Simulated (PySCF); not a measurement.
Input of a run (PBE0-D3(BJ)/def2-SVP geometry optimisation, gas phase (PySCF 2.14.0)), started from GFN2-xTB:
```
{"job": {"xc": "PBE0", "basis": "def2-SVP", "d3": "d3bj", "grid": 1, "kind": "geom"}, "charge": 0, "multiplicity": 1}
C      3.350657     0.026148    -0.339371
C      1.895526    -0.044929     0.008992
C      1.484537    -0.607122     1.213199
C      0.144002    -0.705445     1.546786
C     -0.814628    -0.230271     0.668204
C     -0.403115     0.334948    -0.529341
C      0.928923     0.431404    -0.871300
S     -1.793702     0.837071    -1.592173
O     -2.111855    -0.341305    -2.403615
C     -2.878451     0.779119    -0.079994
C     -2.301471    -0.279607     0.847957
H      3.538895     0.815003    -1.062977
H      3.952888     0.207340     0.548134
H      3.674312    -0.918348    -0.777629
H      2.230056    -0.977570     1.901992
H     -0.153278    -1.147976     2.486155
H      1.216817     0.870006    -1.815173
H     -2.815090     1.773537     0.359872
H     -3.899336     0.575726    -0.392989
H     -2.660796    -1.270015     0.551374
H     -2.593814    -0.110772     1.886127
```

Output (energies in Eh, forces in Eh/bohr):
```
step   0  E = -821.30780677  max force = 0.031023
step   1  E = -821.31145591  max force = 0.004026
step   2  E = -821.31153508  max force = 0.001692
step   3  E = -821.31154383  max force = 0.000431
optimisation converged
```

Problem. Summarise the run.

Solution. The energy falls by 0.102 eV over 4 energy and gradient evaluations, the largest force component goes from 0.0310 to 4.3e-04 Eh/bohr, and the atoms move by 0.040 Å rms after alignment. The bond that changes most is S8=O9 (sulfinyl sulfur to sulfinyl oxygen), which lengthens by 0.037 Å. Bonds longer at the end by more than 0.005 Å: 17 of 22; shorter: 2. Among the angles that change most is S8–C10–H19, from 108.6° to 106.2°. The energy never rose by more than 1e-6 Eh on the way. The first step brought 98 % of the lowering.

Problem. What are the final bond lengths?

Solution. C1–C2 1.501 Å, C2–C3 1.403 Å, C3–C4 1.394 Å, C4–C5 1.393 Å, C5–C6 1.395 Å, C6–C7 1.388 Å, C6–S8 1.808 Å, S8=O9 1.503 Å, S8–C10 1.842 Å, C10–C11 1.523 Å, C2–C7 1.399 Å, C5–C11 1.503 Å, C1–H12 1.099 Å, C1–H13 1.100 Å, C1–H14 1.103 Å, C3–H15 1.094 Å, C4–H16 1.093 Å, C7–H17 1.094 Å, C10–H18 1.102 Å, C10–H19 1.098 Å, C11–H20 1.103 Å, C11–H21 1.101 Å. Numbering counts from 1 in the input's order; the species is `Cc1ccc2c(c1)[S@@](=O)CC2`.

The run used 208 basis functions and 31 SCF cycles in all. Cost: about 2.2 min of CPU time on one thread; the machine was shared, so the figure is rough.

Not checked by PBE0-D3(BJ)/def2-SVP frequencies. The numbers are those of one conformer.
